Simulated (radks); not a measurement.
Results of a calculation; reference values are marked as such.
The magnesium ion Mg11+, configuration 1s1. Code: a radial shooting solver on a logarithmic mesh with Libxc functionals. Model: Dirac Kohn-Sham, BLYP, spin-unpolarised, spherical densities, finite nucleus; Fermi nuclear charge, rms radius 3.057 fm.

Normalised radial functions P(r) = r R(r) (large component), r in bohr:

r,1s1/2
0.008237,0.6242
0.009589,0.7145
0.01116,0.8157
0.013,0.9283
0.01513,1.0527
0.01761,1.1886
0.0205,1.3357
0.02387,1.4923
0.02779,1.6563
0.03235,1.8241
0.03766,1.9910
0.04384,2.1505
0.05104,2.2948
0.05942,2.4144
0.06917,2.4989
0.08053,2.5375
0.09375,2.5202
0.1083,2.4452
0.126,2.3008
0.1467,2.0914
0.1708,1.8263
0.1989,1.5221
0.2315,1.2017
0.2695,0.8908
0.3138,0.6139
0.3653,0.3888
0.4252,0.2236
0.495,0.1151

1s1/2: eigenvalue -1866.0 eV, 0 radial nodes, <r> = 0.126 bohr, 90 % of the charge inside 0.223 bohr.
